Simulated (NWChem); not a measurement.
A series in which one site is exchanged, each optimised at PBE0/def2-SVP with NWChem, gas phase unless a solvent is named. All stand in one matching conformer (torsions within 35°), which need not be the lowest. This build's default masses of Se (78.918 u) and Br (79.917 u) are each other's, which moves their modes by up to 0.6 %. Some are not confirmed as minima by frequencies. def2 effective core potentials on Cd; no spin-orbit coupling.

A: C[Se]O[SiH3] (CH₆OSeSi; site = Se)
B: [SiH3][O][Zn][CH3] (CH$_{6}$OSiZn; site = Zn)
C: [CH3][Be][O][SiH3] (CH6BeOSi; site = Be)
D: [CH3][Cd][O][SiH3] (CH₆CdOSi; site = Cd)

```tsv
quantity	A	B	C	D
vertical ionisation energy, ΔSCF, B3LYP/def2-SVP (eV)	8.58	10.00	10.60	…
static polarisability, B3LYP/def2-SVPD (bohr³)	73.2	68.5	58.8	…
lowest singlet excitation, B3LYP/def2-SVPD, TDA (eV)	3.50	5.92	7.15	…
```

Problem. Some entries are withheld; supply them.

Solution. 
- vertical ionisation energy, ΔSCF, B3LYP/def2-SVP (eV), D: 9.59
- static polarisability, B3LYP/def2-SVPD (bohr³), D: 76.6
- lowest singlet excitation, B3LYP/def2-SVPD, TDA (eV), D: 5.38
